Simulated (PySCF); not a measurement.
C₅H₁₀NP.
Atom-mapped SMILES: `[NH:1]=[P:2]1([CH:3]2[CH2:4][CH2:5]2)[CH2:6][CH2:7]1`

Geometry (GFN2-xTB, Å), atoms numbered from 1 in this order:
```
atom  x, y, z in Å
N1     1.0236   -1.6156   -1.6735
P2     0.6902   -0.4485   -0.6958
C3    -1.1001   -0.3351   -0.5394
C4    -1.7496    0.6499    0.3806
C5    -1.7518   -0.7987    0.7345
C6     1.5174    1.1574   -0.4183
C7     1.5444    0.1686    0.7954
H8     2.0057   -1.7638   -1.8578
H9    -1.5760   -0.5858   -1.4794
H10   -2.6732    1.1050    0.0546
H11   -1.1201    1.3155    0.9524
H12   -1.1099   -1.1303    1.5377
H13   -2.6755   -1.3524    0.6594
H14    0.9581    2.0710   -0.2722
H15    2.4718    1.3328   -0.9002
H16    2.5161   -0.2511    1.0275
H17    1.0218    0.4933    1.6846
```

NICS is the negative of the GIAO shielding at a point without a nucleus: at the ring centre (0) and 1 Å above and below it (1); zz is the component along the ring normal. Level: GIAO PBE0/pcSseg-1 (PySCF, non-relativistic, gas phase) on the GFN2-xTB geometry, one conformer.

Rings: 1. P2–C6–C7; 2. C3–C4–C5.

```tsv
set	NICS(0)	NICS(1), two faces	NICS(1)zz, two faces
P	-21.0	-4.1 / -8.1	-8.4 / -15.0
Q	-44.9	-8.5 / -9.9	-24.5 / -25.0
```

**Question.** Which set (ppm) belongs to which ring?

**Answer.** P = 1, Q = 2.
- 1 (3-membered ring with P; formal bonds all single): mean NICS(1)zz -11.7 ppm, shielded. P2, C6, C7 have four or more neighbours, so the value isn't read as a sign of a π ring current.
- 2 (3-membered carbocycle; formal bonds all single): mean NICS(1)zz -24.7 ppm, shielded. C3, C4, C5 have four or more neighbours; no verdict on aromaticity is drawn.

**Question.** How do the rings differ in shape?

**Answer.** 
```
ring     bond lengths (Å)  rms pucker (Å)  HOMA  nearest outside atom to a NICS(1) probe (Å)
   1  1.828, 1.566, 1.826            0.00     –                                hydrogen 1.53
   2  1.496, 1.491, 1.504            0.00     –                                hydrogen 1.45
```

Time: 28 s wall. Hardware: one thread of an Arm Neoverse V1, on a shared host. This is the whole shielding run at PBE0/pcSseg-1, SCF included.
